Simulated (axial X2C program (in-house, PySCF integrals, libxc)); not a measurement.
## Spin–orbit effects along a row: molecules with F, PBE0

Calculated with an in-house all-electron X2C program for linear molecules (integrals from PySCF), spin-free (one-electron X2C) or two-component (2c: spin–orbit coupling with atomic mean-field Coulomb and Gaunt terms, which also bring small scalar terms), in Dyall basis sets with cores contracted in-house; open shells are unrestricted.

Basis sets: As dyall-cv3z, Ca dyall-cv3z, Cr dyall-cv3z, Cu dyall-v3z, F dyall-av3z, F dyall-v3z, Fe dyall-cv3z, Ga dyall-cv3z, Ge dyall-cv3z, Mn dyall-cv3z, Ni dyall-v3z, Sc dyall-cv3z, Ti dyall-cv3z, V dyall-cv3z.

```json
{"molecule": "CaF", "spin-free state": "M_S = 1/2, Λ = 0", "Re (Å)": "1.938", "ωe (cm⁻¹)": "595.5", "De (eV)": "5.63", "2c state": "Ω = 1/2", "Re 2c (Å)": "1.938", "ωe 2c (cm⁻¹)": "595.5", "De 2c (eV)": "5.63"}
{"molecule": "ScF", "spin-free state": "M_S = 1, Λ = 2", "Re (Å)": "1.839", "ωe (cm⁻¹)": "661.2", "De (eV)": "6.07", "2c state": "Ω = 1", "Re 2c (Å)": "1.839", "ωe 2c (cm⁻¹)": "661.0", "De 2c (eV)": "6.08"}
{"molecule": "TiF", "spin-free state": "M_S = 3/2, Λ = 0", "Re (Å)": "1.773", "ωe (cm⁻¹)": "709.4", "De (eV)": "6.13", "2c state": "Ω = 3/2", "Re 2c (Å)": "1.773", "ωe 2c (cm⁻¹)": "709.3", "De 2c (eV)": "n/a"}
{"molecule": "VF", "spin-free state": "M_S = 2, Λ = 1", "Re (Å)": "1.768", "ωe (cm⁻¹)": "692.9", "De (eV)": "n/a", "2c state": "Ω = 1", "Re 2c (Å)": "1.768", "ωe 2c (cm⁻¹)": "692.8", "De 2c (eV)": "n/a"}
{"molecule": "CrF", "spin-free state": "M_S = 5/2, Λ = 0", "Re (Å)": "1.779", "ωe (cm⁻¹)": "662.4", "De (eV)": "4.80", "2c state": "Ω = 5/2", "Re 2c (Å)": "1.780", "ωe 2c (cm⁻¹)": "661.7", "De 2c (eV)": "4.80"}
{"molecule": "MnF", "spin-free state": "M_S = 3, Λ = 0", "Re (Å)": "1.830", "ωe (cm⁻¹)": "619.0", "De (eV)": "4.78", "2c state": "Ω = 3", "Re 2c (Å)": "1.830", "ωe 2c (cm⁻¹)": "618.7", "De 2c (eV)": "4.78"}
{"molecule": "FeF", "spin-free state": "M_S = 5/2, Λ = 2", "Re (Å)": "1.776", "ωe (cm⁻¹)": "659.6", "De (eV)": "4.58", "2c state": "Ω = 9/2", "Re 2c (Å)": "1.777", "ωe 2c (cm⁻¹)": "659.2", "De 2c (eV)": "n/a"}
{"molecule": "NiF", "spin-free state": "M_S = 1/2, Λ = 0", "Re (Å)": "1.754", "ωe (cm⁻¹)": "622.2", "De (eV)": "4.20", "2c state": "Ω = 1/2", "Re 2c (Å)": "1.754", "ωe 2c (cm⁻¹)": "621.9", "De 2c (eV)": "n/a"}
{"molecule": "CuF", "spin-free state": "M_S = 0, Λ = 0", "Re (Å)": "1.741", "ωe (cm⁻¹)": "624.6", "De (eV)": "4.03", "2c state": "Ω = 0", "Re 2c (Å)": "1.742", "ωe 2c (cm⁻¹)": "624.3", "De 2c (eV)": "4.03"}
{"molecule": "GaF", "spin-free state": "M_S = 0, Λ = 0", "Re (Å)": "1.783", "ωe (cm⁻¹)": "609.1", "De (eV)": "5.93", "2c state": "Ω = 0", "Re 2c (Å)": "1.784", "ωe 2c (cm⁻¹)": "608.9", "De 2c (eV)": "n/a"}
{"molecule": "GeF", "spin-free state": "M_S = 1/2, Λ = 1", "Re (Å)": "1.753", "ωe (cm⁻¹)": "657.7", "De (eV)": "5.17", "2c state": "Ω = 1/2", "Re 2c (Å)": "1.754", "ωe 2c (cm⁻¹)": "656.4", "De 2c (eV)": "n/a"}
{"molecule": "AsF", "spin-free state": "M_S = 1, Λ = 0", "Re (Å)": "1.741", "ωe (cm⁻¹)": "685.0", "De (eV)": "4.19", "2c state": "Ω = 1", "Re 2c (Å)": "1.742", "ωe 2c (cm⁻¹)": "684.3", "De 2c (eV)": "4.18"}
```

Task: Work out the shifts from the spin-free to the two-component result.

Result: 

```csv
molecule,2c state,ΔRe (Å),Δωe (cm⁻¹),ΔDe (eV)
CaF,Ω = 1/2,0.000,0.0,0.00
ScF,Ω = 1,0.000,-0.2,0.01
TiF,Ω = 3/2,0.000,-0.1,n/a
VF,Ω = 1,0.000,-0.1,n/a
CrF,Ω = 5/2,0.001,-0.7,0.00
MnF,Ω = 3,0.000,-0.3,0.00
FeF,Ω = 9/2,0.001,-0.4,n/a
NiF,Ω = 1/2,0.000,-0.3,n/a
CuF,Ω = 0,0.001,-0.3,0.00
GaF,Ω = 0,0.001,-0.2,n/a
GeF,Ω = 1/2,0.001,-1.3,n/a
AsF,Ω = 1,0.001,-0.7,-0.01
```

Shifts of one unit in the last digit are rounding.

Each entry is the lowest single determinant of a limited PBE0 search at one distance. De goes to single-determinant-based atoms at the same level (for ions the charge split of lowest energy) and is withheld (n/a) where an atom does not fit its ground term or J level. Main or longest-lived isotopes. One determinant is a doubtful description, or other states lie close, for ScF, TiF, VF, CrF, MnF, FeF, NiF, AsF; these need not be ground states, and all values refer to the states named. Some open-shell Ω = 0 determinants are out of reach, so the Ω given for VF, MnF, AsF need not be the lowest component. With several unpaired electrons the Ω given is that of one determinant, not necessarily of the lowest component. Some light 2c atoms are not at their ground J level, so De misses part of their lowering (0.04 eV or less). The functionals have no current term, which raises determinants with orbital currents.
